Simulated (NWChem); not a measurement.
System: CH$_{3}$ClO$_{3}$Si; SMILES O[Si]1(Cl)OCO1

The following NWChem deck was run.

```
start job
memory heap 200 mb stack 900 mb global 1100 mb
geometry units angstroms noautosym nocenter noautoz
  O      1.900755    -0.448721     0.000000
  Si     0.304337    -0.039731     0.000000
  Cl    -0.683156    -1.829691     0.000000
  O     -0.246912     1.112819    -1.118399
  C     -0.692410     1.901533     0.000000
  O     -0.246912     1.112819     1.118399
  H      2.514205     0.308546     0.000000
  H     -0.207733     2.904804     0.000000
  H     -1.801373     2.006200     0.000000
end
basis spherical
  * library 6-31g*
end
dft
  xc b3lyp
  iterations 150
end
cosmo
  do_cosmo_smd true
  solvent water
end
task dft energy
```

Excerpt of the output:

```
             Northwest Computational Chemistry Package (NWChem) 7.3.0
             --------------------------------------------------------

                             Geometry "geometry" -> ""
                             -------------------------

 Output coordinates in angstroms (scale by  1.889725989 to convert to a.u.)

  No.       Tag          Charge          X              Y              Z
 ---- ---------------- ---------- -------------- -------------- --------------
    1 O                    8.0000     1.90075500    -0.44872100     0.00000000
    2 Si                  14.0000     0.30433700    -0.03973100     0.00000000
    3 Cl                  17.0000    -0.68315600    -1.82969100     0.00000000
    4 O                    8.0000    -0.24691200     1.11281900    -1.11839900
    5 C                    6.0000    -0.69241000     1.90153300     0.00000000
    6 O                    8.0000    -0.24691200     1.11281900     1.11839900
    7 H                    1.0000     2.51420500     0.30854600     0.00000000
    8 H                    1.0000    -0.20773300     2.90480400     0.00000000
    9 H                    1.0000    -1.80137300     2.00620000     0.00000000

 Effective nuclear repulsion energy (a.u.)     392.3289764114

                                 NWChem DFT Module
                                 -----------------

 Summary of "ao basis" -> "ao basis" (spherical)
 ------------------------------------------------------------------------------
       Tag                 Description            Shells   Functions and Types
 ---------------- ------------------------------  ------  ---------------------
 O                           6-31g*                  6       14   3s2p1d
 Si                          6-31g*                  8       18   4s3p1d
 Cl                          6-31g*                  8       18   4s3p1d
 C                           6-31g*                  6       14   3s2p1d
 H                           6-31g*                  2        2   2s

 in cosmo_initialize ...
 calling solv_data for solv:h2o

 solvent parameters
 solvname_short: h2o
 solvname_long:  water
 dielec:       78.4000
 dielecinf:     1.7769
 aqueous SMD model solvent descriptors
 dielec:       78.4000
 sola:          0.8200

          ---------------
          -cosmo- solvent
          ---------------
 Cosmo: York-Karplus, doi: 10.1021/jp992097l
 dielectric constant -eps-     =  78.40
 screen = (eps-1)/(eps    )    =   0.98724
 surface charge correction     = lagrangian

[...]

                                COSMO-SMD solvation results
                                ---------------------------

             internal energy in gas <Psi(g)|H|Psi(g)> =     -1015.402295736745
         internal energy in solvent <Psi(s)|H|Psi(s)> =     -1015.399935415094
                               delta internal energy  =         0.002360321652 (    1.48 kcal/mol)
   total free energy in solvent <Psi(s)|H+V/2|Psi(s)> =     -1015.419489599745
 polarization energy contribution <Psi(s)|V/2|Psi(s)> =        -0.019554184652 (  -12.27 kcal/mol)
    total free energy in solvent including G(SMD-CDS) =     -1015.416054011372
                       G(SMD-CDS) energy contribution =         0.003435588373 (    2.16 kcal/mol)
     1 M fixed-concentration free energy of solvation =        -0.013758274627 (   -8.63 kcal/mol)

                       DFT Final Molecular Orbital Analysis
                       ------------------------------------

 Vector   30  Occ=2.000000D+00  E=-3.452580D-01
              MO Center= -2.6D-01,  8.7D-01, -4.8D-09, r^2= 2.8D+00
   Bfn.  Coefficient  Atom+Function         Bfn.  Coefficient  Atom+Function
  ----- ------------  ---------------      ----- ------------  ---------------
    55      0.417694  4 O  pz                83      0.417694  6 O  pz
    59      0.293646  4 O  pz                87      0.293646  6 O  pz
    41      0.215809  3 Cl pz                23     -0.131352  2 Si pz
    54     -0.129517  4 O  py                82      0.129517  6 O  py
    69     -0.113489  5 C  pz                27      0.099879  2 Si pz

 Vector   31  Occ=2.000000D+00  E=-3.272366D-01
              MO Center= -1.2D-01,  5.1D-01, -2.4D-08, r^2= 3.3D+00
   Bfn.  Coefficient  Atom+Function         Bfn.  Coefficient  Atom+Function
  ----- ------------  ---------------      ----- ------------  ---------------
    53      0.360460  4 O  px                81     -0.360460  6 O  px
    41     -0.300300  3 Cl pz                57      0.277121  4 O  px
    85     -0.277121  6 O  px                 5      0.207745  1 O  pz
    54      0.169460  4 O  py                82     -0.169460  6 O  py
    45     -0.157243  3 Cl pz                 9      0.154280  1 O  pz

 Vector   32  Occ=2.000000D+00  E=-2.998385D-01
              MO Center= -4.1D-01,  1.2D+00,  1.2D-08, r^2= 3.1D+00
   Bfn.  Coefficient  Atom+Function         Bfn.  Coefficient  Atom+Function
  ----- ------------  ---------------      ----- ------------  ---------------
    53      0.306706  4 O  px                81      0.306706  6 O  px
    57      0.225052  4 O  px                85      0.225052  6 O  px
    67     -0.221846  5 C  px                98      0.213834  9 H  s
    96     -0.203788  8 H  s                 40      0.194928  3 Cl py
    97      0.182592  9 H  s                 95     -0.180253  8 H  s

 Vector   33  Occ=0.000000D+00  E= 7.525289D-03
              MO Center=  4.3D-01, -5.1D-01, -7.0D-09, r^2= 4.1D+00
   Bfn.  Coefficient  Atom+Function         Bfn.  Coefficient  Atom+Function
  ----- ------------  ---------------      ----- ------------  ---------------
    24      1.258017  2 Si s                  6     -0.616561  1 O  s
    42     -0.478249  3 Cl s                 44     -0.452946  3 Cl py
    20      0.396084  2 Si s                 94      0.315696  7 H  s
    43     -0.296369  3 Cl px                22     -0.292543  2 Si py
    26     -0.290941  2 Si py                56     -0.267441  4 O  s

[...]
```

Level: B3LYP/6-31G* (spherical d), SMD on the gas-phase geometry. The geometry was optimised at PBE-D3(BJ)/def2-SVP. Solvent: water.
